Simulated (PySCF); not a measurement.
**Si3H6NCl**

Si3H6NCl is a silylene (divalent Si1, bonded to 1 Cl + 1 N), neutral, singlet. The structure, one conformer, was relaxed in the gas phase by PBE0-D3(BJ)/def2-SVP. No frequency run checks that it is a minimum.

SMILES: [SiH3]N([SiH3])[Si]Cl

Coordinates in Å:
```
Si1    -0.453    1.679    2.337
Cl2     1.580    2.108    2.768
N3     -0.271    0.699    0.907
Si4    -1.805    0.118    0.210
Si5     1.297    0.279    0.165
H6     -2.665    1.271   -0.189
H7     -2.550   -0.703    1.209
H8     -1.499   -0.712   -0.987
H9      2.019    1.501   -0.286
H10     0.998   -0.570   -1.026
H11     2.142   -0.502    1.111
```

Shieldings: GIAO PBE0/pcSseg-2. Shifts are against computed references at the same level: H TMS (σ 31.24 ppm), Si TMS (σ 341.3 ppm). Core levels by delta-SCF with SCAN, pcX-2 on the ionised atom and pcseg-1 elsewhere, spin-free X2C (2p3/2 is the spin-free 2p value less a third of a first-order spin-orbit splitting); from the vacuum level, for chosen atoms.

Give the NMR and core-level values of the distinct atoms.


```json
{"atoms": "Si1", "bonded to": "1 Cl + 1 N", "σ (ppm)": "113.6", "δ (ppm)": "227.7", "core level (eV)": "2p3/2 107.85"}
{"atoms": "Cl2", "bonded to": "1 Si", "σ (ppm)": "547.9", "δ (ppm)": "-", "core level (eV)": "2p3/2 205.51"}
{"atoms": "N3", "bonded to": "3 Si", "σ (ppm)": "113.9", "δ (ppm)": "-", "core level (eV)": "1s 404.27"}
{"atoms": "Si4", "bonded to": "1 N + 3 H", "σ (ppm)": "386.2", "δ (ppm)": "-44.9", "core level (eV)": "2p3/2 107.48"}
{"atoms": "Si5", "bonded to": "1 N + 3 H", "σ (ppm)": "394.0", "δ (ppm)": "-52.7", "core level (eV)": "2p3/2 107.29"}
{"atoms": "H6 H7 H8", "bonded to": "1 Si", "σ (ppm)": "26.24", "δ (ppm)": "5.00", "core level (eV)": "-"}
{"atoms": "H9 H10 H11", "bonded to": "1 Si", "σ (ppm)": "26.32", "δ (ppm)": "4.93", "core level (eV)": "-"}
```

Values are those of this one static structure, with the three H of a rotating XH3 group averaged; atoms that internal rotation interchanges would show their mean in an NMR spectrum.

Which of Si1, Si4, Si5 holds its core electrons tightest, and by how much against the loosest?

Si1 (bonded to 1 Cl + 1 N), by 0.56 eV over Si5 (bonded to 1 N + 3 H).

By CAM-B3LYP/def2-SVPD (TDDFT singlets, Tamm-Dancoff triplets, ionisation by delta-SCF), where does absorption start, and what does vertical ionisation take?

The lowest singlet lies at 4.24 eV (f 0.040), the strongest of the first 6 at 6.16 eV (f 0.180), the lowest triplet at 2.65 eV; vertical ionisation takes 9.41 eV.
